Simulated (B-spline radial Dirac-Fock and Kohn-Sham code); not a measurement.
## Relative photoemission cross sections at 1000 eV: 4d3/2, 4d5/2, Zr to Nd

The computed values come from a radial B-spline solver: the independent-particle Dirac-Slater model, thresholds from Dirac-Fock. Cross sections are relative to C 1s, computed as 43.31 kb at this energy; β is from the dipole term. Free atoms in their tabulated ground configurations, whose changes along a row show as steps; without correlation, outer binding energies come out low.

| Z | element | σ 4d3/2 | σ 4d5/2 | β 4d5/2 | binding 4d5/2 (eV) |
| --- | --- | --- | --- | --- | --- |
| 40 | Zr | 0.0341 | 0.0495 | 1.26 | 6.54 |
| 43 | Tc | 0.163 | 0.236 | 1.29 | 10.10 |
| 46 | Pd | 0.453 | 0.651 | 1.31 | 6.28 |
| 48 | Cd | 0.673 | 0.972 | 1.32 | 16.14 |
| 49 | In | 0.797 | 1.15 | 1.33 | 23.49 |
| 50 | Sn | 0.930 | 1.35 | 1.33 | 31.22 |
| 54 | Xe | 1.53 | 2.22 | 1.33 | 66.52 |
| 56 | Ba | 1.86 | 2.72 | 1.32 | 98.02 |
| 57 | La | 2.04 | 2.98 | 1.32 | 112.2 |
| 58 | Ce | 2.18 | 3.18 | 1.31 | 118.8 |
| 59 | Pr | 2.28 | 3.33 | 1.30 | 118.1 |
| 60 | Nd | 2.41 | 3.53 | 1.30 | 124.5 |
